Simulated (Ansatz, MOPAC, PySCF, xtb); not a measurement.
Stepwise substitution at one centre (Al I-H). Gas-phase values, no solvent. Strings in code marks are SMILES.

Quantity: redistribution energy (mixed species minus the weighted end members), in eV. Semi-empirical values (MOPAC) are differences of heats of formation.

Level 1: frozen-core MP2/def2-TZVPP // B3LYP-D3(BJ)/def2-TZVP (Ansatz, a program for electronic structure)
Level 2: B3LYP/LANL2DZ // B3LYP-D3(BJ)/def2-TZVP (PySCF)
Level 3: GFN2-xTB (xtb)
Level 4: PM6 // B3LYP-D3(BJ)/def2-TZVP (MOPAC)

| species | level 1 | level 2 | level 3 | level 4 |
|---|---|---|---|---|
| 1 of 3 I replaced by H: `[I][AlH][I]` | -0.038 | -0.119 | -0.261 | 0.030 |
| 2 of 3 I replaced by H: `[I][AlH2]` | -0.039 | -0.131 | -0.236 | 0.019 |
